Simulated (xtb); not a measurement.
F₄OW, singlet, geometry from GFN2-xTB of the parent state (such geometries of metal compounds can be far from the true shape) (the multiplicity is a formal guess); xtb 6.7.1 with GFN2-xTB.

Input for xtb:
```
$ xtb mol.xyz --gfn 2 --chrg 0 --uhf 0 --json

# file mol.xyz
6

W      0.06830354    -0.08411416     0.04394939
O      1.05674556    -1.30135662     0.67995486
F     -0.97134487    -0.69572284    -1.53092736
F      0.22087672     1.61990623     1.04804436
F      0.98756622     0.99128778    -1.34660359
F     -1.73803437    -0.06710439     0.86372059
```

Q: Write the output that xtb gives for this input, abridged.

A: 
```
   ID    Z sym.   atoms
    1   74 W      1
    2    8 O      2
    3    9 F      3-6

           -------------------------------------------------
          |                Calculation Setup                |
           -------------------------------------------------

           -------------------------------------------------
          |                 G F N 2 - x T B                 |
           -------------------------------------------------

          ...................................................
          :                      SETUP                      :
          :.................................................:
          :  # basis functions                  30          :
          :  # atomic orbitals                  29          :
          :  # shells                           13          :
          :  # electrons                        40          :
          :  max. iterations                   250          :
          :  Hamiltonian                  GFN2-xTB          :
          :  restarted?                      false          :
          :  GBSA solvation                  false          :
          :  PC potential                    false          :
          :  electronic temp.          300.0000000     K    :
          :  accuracy                    1.0000000          :
          :  -> integral cutoff          0.2500000E+02      :
          :  -> integral neglect         0.1000000E-07      :
          :  -> SCF convergence          0.1000000E-05 Eh   :
          :  -> wf. convergence          0.1000000E-03 e    :
          :  Broyden damping             0.4000000          :
          :  net charge                          0          :
          :  unpaired electrons                  0          :
          ...................................................

 iter      E             dE          RMSdq      gap      omega  full diag
   1    -17.6655279 -0.176655E+02  0.231E+01    0.72       0.0  T
   2    -19.1153634 -0.144984E+01  0.278E+01   17.71       1.0  T
   3    -23.1581266 -0.404276E+01  0.186E+01    7.79       1.0  T
   4    -22.8535310  0.304596E+00  0.195E+01    8.26       1.0  T
   5    -22.3137854  0.539746E+00  0.214E+01    9.18       1.0  T
   6    -25.6492597 -0.333547E+01  0.445E+00    2.60       1.0  T
   7    -24.8077229  0.841537E+00  0.101E+01    3.78       1.0  T
   8    -23.6303904  0.117733E+01  0.170E+01    6.75       1.0  T
   9    -25.7200029 -0.208961E+01  0.395E+00    3.74       1.0  T
  10    -25.7193893  0.613594E-03  0.385E+00    3.67       1.0  T
  11    -25.6199118  0.994775E-01  0.466E+00    5.45       1.0  T
  12    -25.3772033  0.242709E+00  0.814E+00    6.33       1.0  T
  13    -25.6345146 -0.257311E+00  0.485E+00    5.66       1.0  T
  14    -25.6876952 -0.531806E-01  0.345E+00    5.37       1.0  T
  15    -25.7549060 -0.672108E-01  0.106E+00    4.53       1.0  T
  16    -25.7595041 -0.459805E-02  0.507E-01    4.36       1.0  T
  17    -25.7597485 -0.244458E-03  0.376E-01    4.34       1.0  T
  18    -25.7604531 -0.704533E-03  0.123E-01    4.22       1.0  T
  19    -25.7604947 -0.416816E-04  0.754E-02    4.21       1.0  T
  20    -25.7605072 -0.124539E-04  0.975E-03    4.21       4.2  T
  21    -25.7605075 -0.284606E-06  0.563E-03    4.21       7.3  T
  22    -25.7605077 -0.200391E-06  0.543E-03    4.21       7.5  T
  23    -25.7605076  0.121907E-06  0.707E-03    4.21       5.8  T
  24    -25.7605077 -0.189923E-06  0.463E-03    4.21       8.8  T
  25    -25.7605079 -0.103702E-06  0.614E-04    4.21      66.5  T
  26    -25.7605079 -0.236505E-08  0.456E-04    4.21      89.5  T

   *** convergence criteria satisfied after 26 iterations ***

         :::::::::::::::::::::::::::::::::::::::::::::::::::::
         ::                     SUMMARY                     ::
         :::::::::::::::::::::::::::::::::::::::::::::::::::::
         :: total energy             -25.735106321101 Eh    ::
         :: gradient norm              0.057615492554 Eh/a0 ::
         :: HOMO-LUMO gap              4.213963550178 eV    ::
         ::.................................................::
         :: SCC energy               -25.760506605069 Eh    ::
         :: -> isotropic ES           -0.182123743615 Eh    ::
         :: -> anisotropic ES         -0.000184951550 Eh    ::
         :: -> anisotropic XC         -0.001739780296 Eh    ::
         :: -> dispersion             -0.003507482857 Eh    ::
         :: repulsion energy           0.025400283968 Eh    ::
         :: add. restraining           0.000000000000 Eh    ::
         :: total charge              -0.000000000000 e     ::
         :::::::::::::::::::::::::::::::::::::::::::::::::::::

           -------------------------------------------------
          |                Property Printout                |
           -------------------------------------------------

    * Orbital Energies and Occupations

         #    Occupation            Energy/Eh            Energy/eV
      -------------------------------------------------------------
         1        2.0000           -0.9767623             -26.5791
       ...           ...                  ...                  ...
         8        2.0000           -0.5742026             -15.6248
         9        2.0000           -0.5742026             -15.6248
        10        2.0000           -0.5637287             -15.3398
        11        2.0000           -0.5606219             -15.2553
        12        2.0000           -0.5606219             -15.2553
        13        2.0000           -0.5605509             -15.2534
        14        2.0000           -0.5555790             -15.1181
        15        2.0000           -0.5555790             -15.1181
        16        2.0000           -0.5545257             -15.0894
        17        2.0000           -0.5520331             -15.0216
        18        2.0000           -0.5123461             -13.9416
        19        2.0000           -0.5123461             -13.9416
        20        2.0000           -0.5040939             -13.7171 (HOMO)
        21                         -0.3492336              -9.5031 (LUMO)
        22                         -0.2877216              -7.8293
        23                         -0.2628674              -7.1530
        24                         -0.2628674              -7.1530
        25                         -0.1652594              -4.4969
        26                          0.0576524               1.5688
        27                          0.2952696               8.0347
        28                          0.2952696               8.0347
        29                          0.3874134              10.5421
      -------------------------------------------------------------
                  HL-Gap            0.1548603 Eh            4.2140 eV
             Fermi-level           -0.4266637 Eh          -11.6101 eV

     #   Z          covCN         q      C6AA      α(0)
     1  74 W        3.830     1.760   321.080    39.520
     2   8 O        0.830    -0.481    23.373     6.481
     3   9 F        0.750    -0.320    12.555     4.185
     4   9 F        0.750    -0.320    12.555     4.185
     5   9 F        0.750    -0.320    12.555     4.185
     6   9 F        0.750    -0.320    12.555     4.185

 Mol. C6AA /au·bohr⁶  :       1296.664447
 Mol. C8AA /au·bohr⁸  :      91177.654498
 Mol. α(0) /au        :         62.741490

Wiberg/Mayer (AO) data.
largest (>0.10) Wiberg bond orders for each atom

 ---------------------------------------------------------------------------
     #   Z sym  total        # sym  WBO       # sym  WBO       # sym  WBO
 ---------------------------------------------------------------------------
     1  74 W    5.649 --     2 O    2.078     3 F    0.893     6 F    0.893
                             4 F    0.893     5 F    0.893
     2   8 O    2.378 --     1 W    2.078
     3   9 F    1.123 --     1 W    0.893
     4   9 F    1.123 --     1 W    0.893
     5   9 F    1.123 --     1 W    0.893
     6   9 F    1.123 --     1 W    0.893
 ---------------------------------------------------------------------------

Topologies differ in total number of bonds
Writing topology from bond orders to xtbtopo.mol

molecular dipole:
                 x           y           z       tot (Debye)
 q only:        0.175      -0.216       0.113
   full:       -0.050       0.062      -0.032       0.219
molecular quadrupole (traceless):
                xx          xy          yy          xz          yz          zz
 q only:        0.003      -0.163       0.072       0.085      -0.105      -0.075
  q+dip:        0.013      -0.686       0.301       0.358      -0.441      -0.314
   full:        0.009      -0.487       0.213       0.254      -0.313      -0.223

           -------------------------------------------------
          | TOTAL ENERGY              -25.735106321101 Eh   |
          | GRADIENT NORM               0.057615492554 Eh/α |
          | HOMO-LUMO GAP               4.213963550178 eV   |
           -------------------------------------------------

normal termination of xtb
```
